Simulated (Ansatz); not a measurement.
Total energies of Al₁₆N₁₆H₃₆, a nanocrystal cut from zinc blende AlN (hydrogen-capped) from Ansatz at PBE0-D4/def2-SVP, gas phase (1 Eh = 27.2114 eV = 2625.5 kJ/mol). The reference geometry is relaxed at r2SCAN-D4/def2-SVP.

```xyz
68

Al   -0.392    0.771   -3.236
Al   -0.343   -2.391   -2.079
Al    2.347    1.293   -2.010
Al    2.453   -1.858   -0.826
Al   -2.752   -3.478   -0.333
Al   -2.864   -0.469   -1.316
Al    0.037    0.098   -0.125
Al   -2.472    1.898    0.664
Al   -2.352   -0.988    1.645
Al   -0.007    3.088   -1.296
Al    0.459    2.456    1.978
Al    0.155   -2.899    0.887
Al    3.011   -2.380    2.248
Al    0.564   -0.432    2.951
Al    2.864    0.623    1.250
Al   -1.945    1.398    3.748
N    -2.288    0.608   -2.901
N    -2.205   -2.199   -1.747
N    -0.048   -1.099   -3.579
N     2.960   -0.526   -2.232
N     0.485    1.284   -1.630
N     0.579   -1.674   -0.582
N     3.325    1.678   -0.388
N     3.303   -1.149    0.720
N    -1.865    3.154   -0.771
N    -1.732   -2.727    1.148
N    -1.849    0.178    0.153
N     0.975    0.716    1.418
N    -1.434    2.461    2.153
N    -1.338   -0.351    3.137
N     0.739    3.649    0.395
N     1.077   -2.192    2.406
H    -0.084    1.679   -4.505
H     0.148   -3.767   -2.696
H     2.796    2.227   -3.215
H     3.022   -3.220   -1.408
H    -2.192   -4.918   -0.742
H    -4.322   -3.292   -0.097
H    -4.439   -0.272   -1.308
H    -4.036    2.161    0.726
H    -3.920   -0.936    1.895
H     0.321    4.115   -2.465
H     1.297    3.176    3.117
H     0.599   -4.382    0.527
H     3.405   -3.851    1.763
H     3.752   -1.754    3.518
H     1.335    0.065    4.248
H     3.769    1.293    2.368
H    -3.538    1.441    3.865
H    -1.060    1.914    4.974
H    -2.729    0.153   -3.709
H    -2.778    1.506   -2.879
H    -2.729   -2.567   -2.554
H    -0.670   -1.417   -4.332
H     0.874   -1.278   -3.986
H     2.741   -0.923   -3.150
H     3.987   -0.530   -2.246
H     4.323    1.496   -0.552
H     3.336    2.672   -0.143
H     4.324   -1.222    0.605
H    -2.516    3.087   -1.558
H    -2.075    4.093   -0.411
H    -1.978   -3.358    1.925
H    -1.742    3.401    2.441
H    -1.580   -0.957    3.934
H     1.732    3.894    0.344
H     0.320    4.549    0.661
H     0.861   -2.817    3.196
```

```json
{"state": "charge 0 singlet", "geometry": "reference", "energy (Eh)": "-4773.74233"}
{"state": "charge 1 doublet", "geometry": "reference", "energy (Eh)": "-4773.43712"}
{"state": "charge -1 doublet", "geometry": "reference", "energy (Eh)": "-4773.74104"}
{"state": "free Al atom (doublet)", "geometry": "–", "energy (Eh)": "-242.16443"}
{"state": "free N atom (quartet)", "geometry": "–", "energy (Eh)": "-54.47898"}
{"state": "free H atom (doublet)", "geometry": "–", "energy (Eh)": "-0.50029"}
```

Single mean-field runs in def2-SVP are fitted with def2-universal-jkfit.

Work out the vertical ionisation energy to the doublet.

E(charge 1 doublet) − E(charge 0 singlet) = -4773.43712 − (-4773.74233) = 0.30521 Eh = 8.31 eV. For comparison, −ε of the highest occupied level is 7.01 eV at this level, 1.30 eV less.

Work out the vertical electron affinity, to the doublet.

E(charge 0 singlet) − E(charge -1 doublet) = -4773.74233 − (-4773.74104) = -0.00129 Eh = -0.04 eV; so near zero that its sign isn't settled. The basis lacks diffuse functions, which makes affinities too small.

Give the fundamental gap IE − EA, the Mulliken electronegativity (IE + EA)/2 and the hardness (IE − EA)/2.

From the values in Eh: IE − EA = 0.30521 − (-0.00129) = 0.30650 Eh = 8.34 eV; (IE + EA)/2 = 4.14 eV; (IE − EA)/2 = 4.17 eV. The HOMO–LUMO gap of the same run is 6.14 eV, 2.20 eV smaller than the fundamental gap.

What is the binding energy per atom against free atoms?

Atoms: 16 × (-242.16443) + 16 × (-54.47898) + 36 × (-0.50029) = -4764.30500 Eh. Binding: -4764.30500 − (-4773.74233) = 9.43733 Eh = 256.80 eV, or 3.78 eV for each of 68 atoms (no zero-point energy, no counterpoise term).

At PBE0-D4/def2-SVP the highest occupied level of the charge -1 doublet lies above zero (up to 1.11 eV). Energy differences put its binding near zero (-0.04 eV; vertical, to the charge 0 singlet, at PBE0-D4/def2-SVP), which leaves it undecided.
